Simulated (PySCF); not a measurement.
C₂H₉AlN, charge +1, multiplicity 1. Atoms are numbered in the order given.

```xyz
13

Al     0.0045     0.2337     0.0559
C      1.4090     1.0910    -0.9549
H      2.4112     0.6925    -0.6854
H      1.4242     2.1832    -0.7621
H      1.2857     0.9459    -2.0498
C     -1.3824     0.5692     1.3574
H     -2.3804     0.2256     1.0103
H     -1.4598     1.6532     1.5794
H     -1.1764     0.0493     2.3183
N     -0.0269    -1.7571    -0.4249
H     -0.7483    -1.9759    -1.1362
H     -0.2501    -2.3692     0.3798
H      0.8642    -2.1040    -0.8210
```
Charge +1, spin multiplicity 1.

Coordinates come from a PBE-D3(BJ)/def2-SVP optimisation. The spin state was assumed, not searched. The isomer is the one that the SMILES or the coordinates give; other isomers of the formula were not compared.

Computed with PBE-D3(BJ)/def2-SVP (PySCF).

Frequencies are harmonic and unscaled.

```tsv
mode	ν (cm⁻¹)	IR (km/mol)	moving atoms (share of kinetic energy)
1	16	0.2	H 98 %
2	51	0.0	H 99 %
3	59	0.1	H 95 %
4	156	9.6	C 37 %, H 35 %, Al 18 %, N 9 %
5	158	0.7	H 34 %, N 28 %, C 26 %, Al 12 %
6	160	1.1	Al 50 %, H 33 %, C 13 %
7	433	11.9	N 51 %, Al 21 %, H 16 %, C 13 %
8	552	0.0	H 85 %, C 15 %
9	566	4.9	C 61 %, H 24 %, Al 13 %
10	575	1.6	H 85 %, C 10 %
11	596	0.5	H 86 %, N 9 %
12	683	5.3	H 56 %, C 25 %, Al 11 %
13	715	142.8	H 68 %, C 19 %, Al 11 %
14	718	137.3	H 68 %, C 19 %, Al 11 %
15	786	153.1	Al 40 %, H 35 %, C 20 %
16	1182	36.8	H 80 %, C 20 %
17	1183	9.4	H 81 %, C 18 %
18	1288	166.8	H 84 %, N 16 %
19	1353	0.4	H 95 %
20	1362	0.1	H 95 %
21	1363	3.6	H 96 %
22	1370	9.3	H 96 %
23	1574	24.4	H 96 %
24	1575	33.8	H 95 %
25	2967	7.3	H 97 %
26	2968	2.7	H 97 %
27	3057	0.3	H 91 %, C 9 %
28	3057	2.2	H 91 %, C 9 %
29	3079	1.2	H 91 %, C 9 %
30	3079	4.1	H 91 %, C 9 %
31	3337	56.8	H 97 %
32	3428	88.2	H 92 %
33	3441	79.2	H 92 %, N 8 %
```
